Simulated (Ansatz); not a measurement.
`C[B](C)[ZnH]` + NH₃ → `CB(C)N` + `[ZnH2]` at 500 K and 1 bar (cleavage of the B–Zn bond).

Gas-phase electronic energies from Ansatz, PBE0-D4/def2-TZVP geometries. CBS: MP2 limit from def2 TZ/QZ plus the TZ coupled-cluster correction, frozen cores. This one scheme is used for every species. For Zn outer-core shells are correlated without core-valence functions, which leaves a few kJ/mol of doubt a bond. Scalar relativity is left out up to krypton. One conformer a species, not always the lowest.

```json
{"species": "`C[B](C)[ZnH]`", "CCSD(T)/CBS energy (Eh)": "-1883.46486", "H − E (kJ/mol)": "262.1", "S (J/(mol·K))": "425.3"}
{"species": "NH₃", "CCSD(T)/CBS energy (Eh)": "-56.50880", "H − E (kJ/mol)": "108.2", "S (J/(mol·K))": "211.8"}
{"species": "`CB(C)N`", "CCSD(T)/CBS energy (Eh)": "-160.48988", "H − E (kJ/mol)": "318.4", "S (J/(mol·K))": "371.9"}
{"species": "`[ZnH2]`", "CCSD(T)/CBS energy (Eh)": "-1779.54550", "H − E (kJ/mol)": "48.1", "S (J/(mol·K))": "221.7"}
```

H − E and S are ideal-gas, rigid-rotor, harmonic terms from PBE0-D4/def2-TZVP, for one conformer and one mirror image of each species. 1 Eh = 2625.50 kJ/mol, R = 8.31446 J/(mol·K).

**Question.** By hand: ΔE, ΔH, ΔS and ΔG.

**Answer.** ΔE = (-160.48988) + (-1779.54550) − (-1883.46486) − (-56.50880) = -0.06172 Eh = -162.0 kJ/mol. Δ(H − E) = 318.4 + 48.1 − 262.1 − 108.2 = -3.8, so ΔH = -165.8 kJ/mol. ΔS = 371.9 + 221.7 − 425.3 − 211.8 = -43.5 J/(mol·K). ΔG = -165.8 − 500 × (-43.5)/1000 = -144.1 kJ/mol.

**Question.** By hand: the equilibrium constant, and the temperature at which ΔG would vanish if ΔH and ΔS stayed fixed.

**Answer.** log₁₀ K = −ΔG/(RT ln 10) = 15.1. ΔG = 0 at ΔH/ΔS = 3811 K, far beyond where these terms or the molecules hold.

ΔH outweighs TΔS. A doubt of 5 kJ/mol in ΔE shifts log₁₀ K by 0.5 here. Other conformers and mirror images would add mixing entropy, several J/(mol·K) or more a flexible species. Modes under 60 cm⁻¹, often nearly free rotors, make the harmonic entropy too high. These are equilibria of isolated gas molecules and say nothing of rates. Largest T1 diagnostic: 0.016 (customary marks: 0.02 for closed shells, 0.045 for open ones).
